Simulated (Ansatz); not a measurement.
Ansatz (an electronic-structure program) input (B3LYP-D3(BJ)/def2-TZVP):

Ansatz 0.2 input:
```yaml
crystal:
  periodic: [false, false, false]
  atoms:
    - {symbol: Lu, position_ang: [0.15502652, -0.28389332, -0.67287190]}
    - {symbol: F, position_ang: [-1.52706846, -0.84207118, 0.22936185]}
    - {symbol: F, position_ang: [-0.04238533, 1.68145042, -0.43745990]}
    - {symbol: F, position_ang: [1.40721715, -0.62473167, 0.83473437]}
basis:
  gaussian:
    orbitals: def2-TZVP
hamiltonian:
  xc: b3lyp
  dispersion: d3bj
total_charge: 1
magnetization: {spin_polarized: true, initial_magnetization: 1}
relax: {f_tol: 0.002, max_steps: 150}
```

End of the output:

```
the calculation of the forces begins
reference -41790.34206328 eV, -1535.7667443143 hartree; 35, 34 occupied and 154, 155 virtual orbitals, 1307 factors
relax step  19: F+E_penalty+E_count = -41790.42530818 eV  Δ(F+E_penalty+E_count) = -8.242e-7 eV  max|allowed force component| = 1.276e-3 eV/Å  Δτ_max = 0.0005 Å  (33 SCF iters, accepted)
integrals: 0.14 GiB planned
1307 factors; their error is unknown
mean field: 1.53 GiB planned
mean field -41790.34180218 eV, -1535.7667347192 hartree, gradient 3.8e-5 eV, S^2 0.758387; 3 other end points of the search recorded, 0 dependent functions left out
the calculation of the forces begins
reference -41790.34206328 eV, -1535.7667443143 hartree; 35, 34 occupied and 154, 155 virtual orbitals, 1307 factors
Total energy: -41790.42556927 eV, -1535.7698131030 hartree
Atom 0 at     0.414882    -0.418304    -0.579610 Å, force    -0.000778    -0.000025    -0.001276 eV/Å
Atom 1 at    -1.522232    -0.314236     0.092525 Å, force     0.000022    -0.000002     0.000069 eV/Å
Atom 2 at    -0.529165     1.394526    -0.386294 Å, force    -0.000049     0.000175     0.000091 eV/Å
Atom 3 at     1.629305    -0.731231     0.827143 Å, force     0.000805    -0.000147     0.001117 eV/Å
Dipole moment:     0.246961    -0.457002    -1.121286 e Å
```

The spin state was set by rule; other spins were not relaxed.
